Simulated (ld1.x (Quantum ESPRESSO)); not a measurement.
What one change does to a pseudopotential (As, ultrasoft)

* Element: As
* Generator: ld1.x (Quantum ESPRESSO) 7.5
* Type: ultrasoft
* Functional: PBE
* Relativity: scalar-relativistic
* Frozen core: [Ar] 3d10
* Valence charge: 5
* Reference configuration: 4s2 4p3
* Partial waves: 4s (bound): rcut 1.25, rcutus 1.70 bohr; 4s channel at 3.4 Ry: rcut 1.25, rcutus 1.70 bohr; 4p (bound): rcut 1.45, rcutus 1.60 bohr; 4p channel at 0.3 Ry: rcut 1.45, rcutus 1.60 bohr
* Local potential: all-electron potential smoothed inside 1.30 bohr (lloc = -1)
* Core correction: none
* Augmentation charge: PSQ, inside the norm-conserving radii

Change: waves 4s (bound): rcut 1.25, rcutus 2.02 bohr; 4s channel at 3.4 Ry: rcut 1.25, rcutus 2.02 bohr.

Cutoffs: the cutoffs (Ry, on a coarse ladder) from which the occupation-weighted sum of valence levels, in a spherical-Bessel basis at the reference potential, stays within 10 and 1 mRy of its value at 400 Ry; they do not see the model core or the augmentation charge, which bear on the density cutoff. Errors are all-electron minus pseudo energies relative to the spin-unpolarised reference configuration.

**Question.** Predict the effect on cutoff, ghosts and configuration errors.

**Answer.** The potential gets softer (12 Ry and 21 Ry → 8 Ry and 21 Ry); of the 7 tests that both files solve, the error grows in 2 and shrinks in 4 by more than 15 % and 0.3 meV (median size 17.3 → 7.1 meV); neither file shows a bound ghost. A larger radius leaves more room for a smooth pseudo-wave, so fewer plane waves are needed.

```tsv
quantity	base	changed
cutoff, loose	12 Ry	8 Ry
cutoff, tight	21 Ry	21 Ry
loose cutoff by channel (10 mRy a level)	s 8 Ry, p 6 Ry	s 6 Ry, p 6 Ry
bound ghosts	none	none
error for 4s2 4p2, meV [ΔE 9.15 eV]	-9.0	-7.1
error for 4s2 4p1, meV [ΔE 27.07 eV]	-32	-22
error for 4s2 4p0, meV [ΔE 54.77 eV]	-71	-47
error for 4s2 4p3.3, meV [ΔE -1.23 eV]	+0.1	-1.2
error for 4s1 4p3, meV [ΔE 19.26 eV]	+2.1	+4.1
error for 4s1 4p0, meV [ΔE 105.42 eV]	-17	+2.8
error for 4s0 4p5, meV [ΔE 19.06 eV]	+64	+70
lowest overlap eigenvalue by channel	s 0.43, p 0.62	s 0.48, p 0.62
```
